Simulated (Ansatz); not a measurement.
Ansatz (a first-principles code) input:

Ansatz 0.2 input:
```yaml
crystal:
  periodic: [false, false, false]
  atoms:
    - {symbol: Ce, position_ang: [0.03012061, 0.11674394, 0.06311821]}
    - {symbol: O, position_ang: [1.18509916, -0.17020471, -1.31438552]}
    - {symbol: O, position_ang: [-1.40347359, -0.67618887, 0.85677852]}
basis:
  gaussian:
    orbitals: def2-TZVP
hamiltonian:
  xc: b3lyp
  dispersion: d3bj
phonons: {temperatures: {t_min: 298.15, t_max: 298.15, t_step: 100}}
```

Q: Predict the final energy.

A: -625.75027 Eh (B3LYP-D3(BJ)/def2-TZVP). The basis has 155 functions. The run takes about 40 core-seconds (a rough figure).
